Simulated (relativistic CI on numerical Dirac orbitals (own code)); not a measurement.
## d6 in a ligand field

Computed with a parametric ligand-field model of a d^n configuration (Racah B and C, spin-orbit zeta, crystal field), exact diagonalisation.

Field parameters in Wybourne normalisation: Oh B⁴₀ = 21Dq, B⁴₄ = √(5/14) B⁴₀. The field is a parameter set, without covalency.

B = 490 cm⁻¹, C = 2050 cm⁻¹ (C/B = 4.18), Oh, no spin-orbit coupling. Tanabe-Sugano data, E/B above the lowest term (Δ = |10Dq|; b, c mark the second and third term of a kind):

```csv
Δ/B,5T2,5E,3T1,3T2,3T1(b),1A1,1T1
1.0,0.00,1.00,20.48,20.79,21.43,30.25,30.68
5.0,0.00,5.00,17.80,19.96,21.78,23.80,27.42
9.0,0.00,9.00,14.33,17.95,21.79,16.52,23.76
13.0,0.00,13.00,10.67,15.26,21.81,9.01,19.98
17.0,0.00,17.00,6.92,12.16,21.82,1.38,16.15
21.0,6.33,27.33,9.46,15.16,28.17,0.00,18.61
25.0,14.09,39.09,13.38,19.44,35.94,0.00,22.47
29.0,21.90,50.90,17.32,23.64,43.75,0.00,26.36
33.0,29.73,62.73,21.27,27.79,51.59,0.00,30.26
37.0,37.58,74.58,25.22,31.91,59.45,0.00,34.17
41.0,45.46,86.46,29.18,36.01,67.32,0.00,38.10
45.0,53.34,98.34,33.14,40.08,75.22,0.00,42.03
```

The ground term changes from 5T2 to 1A1 between Δ/B = 17.0 and 21.0.
